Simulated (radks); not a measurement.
All-electron atom: Ga in [Ar] 3d9.5 4s1 4p2.5 (fractional occupations, a model configuration). Method: scalar-relativistic Kohn-Sham, BLYP, spin-polarised, spherical densities, point nucleus; open shells are filled with parallel spins first; computed with a radial shooting solver on a logarithmic mesh with Libxc functionals. Some entries of the table are withheld. Estimate them.

orbital  occ.  eigenvalue (eV)  r(max) (bohr)
1s up       1        -10239.02        0.03178
1s down     1        -10238.88        0.03178
2s up       1        -1269.360         0.1824
2s down     1        -1268.941         0.1824
2p up       3        -1106.047         0.1464
2p down     3        -1105.680         0.1464
3s up       1        -154.2327         0.5636
3s down     1        -153.4225         0.5638
3p up       3        -104.9621         0.5654
3p down     3        -104.1407         0.5657
3d up       5              (1)         0.5288
3d down   4.5              (2)         0.5291
4s up       1         -11.6795          1.824
4s down     0          -9.3883          1.799
4p up     2.5          -4.3223          2.285

Answer. 
(1) 3d up eigenvalue (eV): -25.0123
(2) 3d down eigenvalue (eV): -24.0678
